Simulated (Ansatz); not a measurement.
Q: Name a neutral molecule of Al, C, F, O, Si and H with HOMO–LUMO gap (B3LYP/def2-TZVPP) between 5.70 and 6.00 eV and HOMO–LUMO gap (ωB97M-V/def2-TZVPP) between 9.75 and 10.05 eV (Ansatz, PBE0-D4/def2-TZVP geometry).

A: `C[SiH]1C[O][Al]1[F]` (5.92 eV, 9.95 eV); `[CH3][Al]([OH])[SiH2]F` (5.79 eV, 9.85 eV). Other molecules can fit too; these were computed, each in one conformer that needn't be the lowest.

B3LYP here is the variant with VWN-RPA as its local correlation; programs differ in this.
